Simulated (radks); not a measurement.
Results of a calculation; reference values are marked as such.
Polarisability of neutral xenon, [Xe], at imaginary frequency. Level of theory: non-relativistic Kohn-Sham, LB94 model potential, spin-unpolarised, spherical densities, point nucleus; relativity is left out, which matters for an element this heavy (a radial shooting solver on a logarithmic mesh with Libxc functionals). Response by self-consistent Sternheimer equations with the Hartree and adiabatic LDA kernel.

w (hartree)  alpha1(iw) (bohr^3)  alpha2(iw) (bohr^5)
0.00266                    27.36                213.5
0.0143                     27.34                213.4
0.0360                     27.20                212.6
0.0697                     26.76                209.9
0.118                      25.70                203.4
0.186                      23.66                190.5
0.280                      20.38                168.7
0.413                      16.06                137.8
0.605                      11.40                101.4
0.892                      7.272                65.93
1.35                       4.198                37.25
2.12                       2.214                17.93
3.59                       1.038                7.113
6.94                      0.3773                2.136
17.5                     0.08186               0.3706

Static values: alpha1 = 27.36 bohr^3 (4.055 angstrom^3; uncoupled 45.85), alpha2 = 213.5 bohr^5, alpha3 = 3335 bohr^7. C6 = 289.3, C8 = 11930, triple-dipole C9 = 5689 atomic units. One-pole (London) frequency 4 C6 / (3 alpha1^2) = 0.515 hartree, against 0.473 for minus the highest occupied eigenvalue. Recommended static value: 27.32 bohr^3 (Schwerdtfeger and Nagle, 2023 table).
